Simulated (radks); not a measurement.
The mean radii <r> (bohr) of the occupied orbitals of an atom or ion are listed with their occupations. All-electron calculation, scalar-relativistic Kohn-Sham, PBEsol, spin-polarised, spherical densities, finite nucleus; Fermi nuclear charge, rms radius of each element as measured or else 0.836 A^(1/3) + 0.57 fm. Program: a radial shooting solver on a logarithmic mesh with Libxc functionals.

orbital  occ.      <r>
1s up       1  0.06095
1s down     1  0.06094
2s up       1   0.2786
2s down     1   0.2784
2p up       3   0.2461
2p down     3   0.2460
3s up       1   0.7662
3s down     1   0.7689
3p up       3   0.7740
3p down     1   0.7775

Name the element and its charge. Open shells, if any, are filled with parallel spins first.

Answer. Z = 25, manganese, charge +9: Mn9+ in [Ne] 3s2 3p4. The 1s radius gives Z: for a bare nucleus <r> = (2 gamma + 1)/(2Z) with gamma = sqrt(1 - (Z/c)^2), 0.05933 bohr for Z = 25, and screening makes it slightly larger (0.06095 here). The occupations add up to 16, and the charge is Z minus that.
